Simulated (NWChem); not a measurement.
PbIF, singlet; SMILES [F][Pb][I]

Computed with NWChem. Low-valent species are run as closed-shell singlets; no triplet was tried in these runs. The geometry was optimised at PBE0/def2-SVP. def2 effective core potentials on I, Pb; no spin-orbit coupling. Level M06-2X/def2-SVP: energy and gradient on several grids; changes count from the extra-fine grid, which is no exact limit either.

```json
[
 {"grid": "xcoarse", "size of the energy change (μHa)": "10000", "largest change of a gradient component (μHa/bohr)": "4000"},
 {"grid": "coarse", "size of the energy change (μHa)": "50", "largest change of a gradient component (μHa/bohr)": "700"},
 {"grid": "medium", "size of the energy change (μHa)": "30", "largest change of a gradient component (μHa/bohr)": "60"},
 {"grid": "fine", "size of the energy change (μHa)": "< 10", "largest change of a gradient component (μHa/bohr)": "80"},
 {"grid": "xfine", "size of the energy change (μHa)": "< 10", "largest change of a gradient component (μHa/bohr)": "< 30"}
]
```
